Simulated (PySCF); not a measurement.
N,N-disilylmethanamine (CH9NSi2), SMILES CN([SiH3])[SiH3]. Atoms are numbered in the order given.

```xyz
13

Si     0.0055     0.5160    -1.5445
N     -0.0648    -0.2858     0.0000
C      0.0158    -1.7484     0.0000
Si     0.0055     0.5160     1.5445
H     -1.0540    -0.0303    -2.4465
H      1.3170     0.3065    -2.2356
H     -0.2015     1.9745    -1.3308
H     -0.4885    -2.1710    -0.8861
H     -0.4885    -2.1710     0.8861
H      1.0589    -2.1157     0.0000
H     -1.0540    -0.0303     2.4465
H     -0.2015     1.9745     1.3308
H      1.3170     0.3065     2.2356
```

Geometry optimised at ωB97X-D3(BJ)/def2-SVP.

Two levels are set side by side: PBE/pcSseg-1 (PySCF) and PBE0/pcSseg-1 (PySCF). GIAO shifts against NH3 (¹⁵N), TMS (²⁹Si), TMS (¹H), TMS (¹³C) at the same level; non-relativistic, no solvent, atoms listed together averaged. Differences are taken from unrounded values.

| quantity | PBE0 |
|---|---|
| δ(²⁹Si) of Si1, Si4 (ppm) | -40.5 |
| δ(¹⁵N) of N2 (ppm) | -2.4 |
| δ(¹³C) of C3 (ppm) | 38.3 |

Question: What does PBE give, and how far is it from PBE0? (The exact figures need the calculation; the answer reports its results.)

Answer: 
```
quantity                     PBE  PBE minus PBE0
-------------------------  -----  --------------
δ(²⁹Si) of Si1, Si4 (ppm)  -42.6            -2.1
δ(¹⁵N) of N2 (ppm)           6.6             9.0
δ(¹³C) of C3 (ppm)          40.0             1.7
```

Rough cost on one machine, each run with all the roots and properties that it gave: PBE0 against PBE within a factor of 2.
